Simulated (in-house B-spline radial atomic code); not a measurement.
# Ionising the lanthanum ion La²⁺ with different functionals

Computed with an all-electron radial atomic-structure program (B-spline basis): scalar-relativistic (spin-free X2C) Hamiltonian, Fermi nucleus of rms radius 4.855 fm, spin-polarised at highest spin, spherical fractional occupations for the functionals, the average over the highest-spin determinants for Hartree-Fock. The ionisation energy is the difference of two self-consistent energies, [Xe] 5d1 → [Kr] 4d10 5s2 5p6, without Breit or QED terms; ε is the level of the shell that loses the electron (its least bound occupied spin orbital). There is no spin-orbit coupling in this Hamiltonian.

Hybrids are left out here: with spherical fractional occupations of an open shell their exact exchange keeps a self-interaction that integer-occupation calculations don't have.

| method | rung | ΔSCF (eV) | -ε(5d) (eV) |
| --- | --- | --- | --- |
| Hartree-Fock | Hartree-Fock | 18.10 | 18.34 |
| LDA VWN5 | LDA | 19.24 | 15.13 |
| LDA PW92 | LDA | 19.23 | 15.12 |
| LDA exchange-only | LDA | 18.08 | 14.09 |
| PBE | GGA | 19.12 | 15.01 |
| PBEsol | GGA | 19.08 | 14.99 |
| BLYP | GGA | 18.99 | 14.85 |
| RPBE | GGA | 19.08 | 14.95 |
| PW91 | GGA | 19.17 | 15.05 |
| BP86 | GGA | 19.15 | 15.07 |
| AM05 | GGA | 19.03 | 14.94 |
| OLYP | GGA | 19.06 | 14.87 |
| TPSS | meta-GGA | 18.94 | 14.82 |
| SCAN | meta-GGA | 18.61 | 14.71 |
| r2SCAN | meta-GGA | 18.66 | 14.73 |
| revTPSS | meta-GGA | 18.87 | 14.77 |

Problem. How do they compare with the NIST value?

Solution. NIST lists 19.177 eV (measured, ground level to ground level). Errors run from -1.10 to +0.06 eV; PW91 is closest (-0.01 eV), but part of that can be cancellation, since the calculations leave out spin-orbit coupling, Breit-QED terms, multiplet and fine-structure energies. Hartree-Fock also lacks correlation.
